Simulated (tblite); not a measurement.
Species: C5H9NO2Si.
Z-matrix (Å and degrees, GFN2-xTB geometry), rows numbered from 1:
```
C 
C   1  1.3254
C   2  1.4750  1  121.19
O   3  1.2215  2  124.49  1     3.22
N   3  1.3506  2  117.99  1  -176.55
Si  5  1.7422  3  112.55  2   179.62
C   6  1.9282  5  100.32  3  -179.85
C   7  1.5016  6  116.73  5   176.13
O   7  1.2119  6  121.08  5    -3.94
H   1  1.0781  2  119.72  3    -0.16
H   1  1.0768  2  122.66  3   179.88
H   2  1.0812  1  122.15  3  -179.79
H   5  1.0084  3  121.94  2    -0.63
H   6  1.4587  5  111.36  3   -63.92
H   6  1.4589  5  111.10  3    64.88
H   8  1.0876  7  111.54  6   174.77
H   8  1.0878  7  108.30  6   -64.36
H   8  1.0867  7  109.16  6    52.63
```

Method: GFN2-xTB as coded in tblite; computed harmonic values from a numerical Hessian at the method's own geometry, unscaled. This tight-binding method is rough: wavenumbers can miss measured ones by several per cent, in bad cases by 10 to 20. Modes of hydrogen on silicon can be 10 to 20 % off. One conformer, not necessarily the lowest.

Harmonic wavenumbers (cm⁻¹): 38.9, 53.8, 56.8, 96.3, 112.3, 125.6, 142.6, 230.8, 273.9, 358.3, 406.4, 428.6, 456.9, 520.2, 569.0, 621.6, 622.1, 637.5, 725.3, 748.6, 761.2, 851.5, 913.7, 915.2, 948.5, 974.0, 1015.4, 1050.5, 1132.4, 1143.7, 1271.2, 1359.4, 1366.4, 1395.1, 1452.3, 1454.5, 1657.9, 1679.3, 1728.5, 2298.8, 2307.5, 3025.8, 3033.8, 3042.7, 3067.3, 3099.3, 3134.0, 3448.1.

A = 4300, B = 614.9, C = 543.6 MHz; mass 143.040 u (most abundant isotopes); point group C1, symmetry number 1.

Problem. What is the zero-point energy?

Solution. ½Σν̃ = 28377 cm⁻¹ = 339.46 kJ/mol.

Problem. What is S at 350 K and 1 bar for an ideal gas of classical rigid rotors and harmonic oscillators?

Solution. Translation 174.09, rotation 126.65, vibration 185.63: S = 486.4 J/(mol K).

Problem. And Cp and H(350 K) − H(0)?

Solution. Cp = 199.07 J/(mol K), of which vibrations give 165.82 (their classical limit is 48 R = 399.1); H(350 K) − H(0) = 43.34 kJ/mol without the zero-point energy, 31.70 from vibrations.

Problem. Which modes carry the vibrational entropy at 350 K?

Solution. 38.9 cm⁻¹: 23.56; 53.8 cm⁻¹: 20.88; 56.8 cm⁻¹: 20.43; 96.3 cm⁻¹: 16.07; 112.3 cm⁻¹: 14.81; 125.6 cm⁻¹: 13.90 J/(mol K); the other 42 give 75.97 together.

Problem. Blend soft modes into free rotors: weight 1/[1 + (100 cm⁻¹/ν̃)⁴] for the oscillator and the rest for a rotor with moment μB/(μ + B), μ = h/(8π²ν), B = 10⁻⁴⁴ kg m². What vibrational entropy results?

Solution. 164.81 J/(mol K) in place of 185.63, which changes −T·S at 350 K by +7.28 kJ/mol.

Problem. How do the functions run with temperature in this model?

Solution. 
| T (K) | S (J/(mol K)) | Cp (J/(mol K)) | H − H(0) (kJ/mol) | G − H(0) (kJ/mol) | ln q(vib) |
| --- | --- | --- | --- | --- | --- |
| 100 | 315.6 | 93.5 | 6.53 | -25.03 | 2.94 |
| 200 | 393.6 | 136.7 | 18.02 | -60.69 | 6.56 |
| 300 | 457.2 | 179.5 | 33.86 | -103.30 | 9.86 |
| 500 | 566.0 | 247.7 | 77.03 | -205.95 | 15.94 |
| 800 | 697.4 | 310.6 | 161.66 | -396.26 | 24.10 |
| 1000 | 769.8 | 337.6 | 226.63 | -543.15 | 28.96 |

q(vib) and H(0) count from the zero-point level.

Hindered rotation and anharmonicity are outside this model. Other conformers, if any are populated, would add a mixing term that is left out.

Time: 0.58 s of wall time. Hardware: Arm Neoverse V2, one thread, shared host with 96 logical CPUs at a one-minute load of 26. This covers the Hessian and the dipole derivatives.
